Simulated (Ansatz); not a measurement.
Species: GeHBr2, charge 0, doublet. GeHBr2 (SMILES [Br][GeH][Br], doublet).
B3LYP-D3(BJ)/def2-TZVP minimum from Ansatz (a first-principles code):
```xyz
4

Ge     0.0016    -0.9076     0.0643
Br     1.9053     0.4460     0.0255
Br    -1.9076     0.4340    -0.0486
H      0.0298    -1.7547    -1.2486
```
Charge 0, spin multiplicity 2.

Total energies in aug-cc-pVDZ, 19 correlated electrons, 42 frozen orbitals. UHF or UKS for unpaired electrons; spin-orbit terms are left out. Correlated methods leave the cores frozen (noble-gas shells, and filled d and f shells in the p block). No relativity. Spin-orbit terms, left out, reach several kcal/mol for Br and I, and more for heavier atoms.

```
method    program  energy (Eh)  minus CCSDT(Q) (mEh)
--------  -------  -----------  --------------------
HF         Ansatz  -7220.75950                365.98
MP2        Ansatz  -7221.07936                 46.12
CCSD       Ansatz  -7221.11227                 13.21
CCSD(T)    Ansatz  -7221.12345                  2.03
CCSDT(Q)   Ansatz  -7221.12548                  0.00
```

Rough core times of Ansatz's runs on a shared machine: CCSD(T) 30 s, CCSDT(Q) 20 min.
